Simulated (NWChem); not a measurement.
C₃H₃ cation

```xyz
6

C      0.0000     0.0000    -1.3389
C      0.0000     0.0000    -0.1036
C      0.0000     0.0000     1.2444
H      0.0000     0.0000    -2.4262
H      0.0000     0.9468     1.8076
H      0.0000    -0.9468     1.8076
```
Atoms are numbered in this order, from 1.

Program: NWChem. Pople sets run with spherical d functions. Coordinates come from a PBE0/def2-SVP optimisation. Total energies compare along this basis series because the functional is fixed.

| level | basis functions | energy (Ha) | highest occupied level (eV) | orbital gap (eV) |
|---|---|---|---|---|
| Hartree-Fock/STO-3G | 18 | -113.5629 | -17.59 | 12.35 |
| Hartree-Fock/3-21G | 33 | -114.3070 | -18.20 | 11.36 |
| Hartree-Fock/6-31G* | 48 | -114.9486 | -18.05 | 11.40 |
| Hartree-Fock/6-311G** | 72 | -114.9749 | -18.11 | 11.35 |
